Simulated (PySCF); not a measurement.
A species of formula C4H6BN has this rotational fingerprint, computed with PBE0-D3(BJ)/def2-SVP geometry optimisation, gas phase in PySCF 2.14.0:

```
Rotational constants : A = 8744, B = 3864, C = 2680 MHz
Dipole components    : |μa| = 0.35 D, |μb| = 0.00 D, |μc| = 0.00 D
Inertial defect      : 0.00 u·Å²
κ                    : -0.61
```

Question: Which candidate fits, each taken in the one conformer that was computed?
A. `B1C=CC=CN1`
B. `C#C[B@@H-](C)[N+]#C`
C. `BN1C=CC=C1`

Answer: C. It is Bn1cccc1, an asymmetric top, point group C2v. The candidates at the same level (rigid rotor, commonest isotopes):

```json
{"SMILES": "Bn1cccc1", "A (MHz)": "8744", "B (MHz)": "3864", "C (MHz)": "2680", "μa (D)": "0.35", "μb (D)": "0.00", "μc (D)": "0.00", "Δ (u·Å²)": "0.00", "point group": "C2v", "rotor": "asymmetric top"}
{"SMILES": "B1C=CC=CN1", "A (MHz)": "5676", "B (MHz)": "5362", "C (MHz)": "2757", "μa (D)": "1.65", "μb (D)": "1.50", "μc (D)": "0.00", "Δ (u·Å²)": "0.00", "point group": "Cs", "rotor": "asymmetric top"}
{"SMILES": "C#C[B@@H-](C)[N+]#C", "A (MHz)": "4771", "B (MHz)": "2690", "C (MHz)": "1845", "μa (D)": "5.01", "μb (D)": "3.05", "μc (D)": "1.40", "Δ (u·Å²)": "-19.96", "point group": "C1", "rotor": "asymmetric top"}
```

`C#C[B@@H-](C)[N+]#C` has A 45 % too low; `B1C=CC=CN1` has B 39 % too high. In the right answer the symmetry axis of this C2v structure is a, so μb and μc vanish by symmetry. No structure here is proved a minimum.
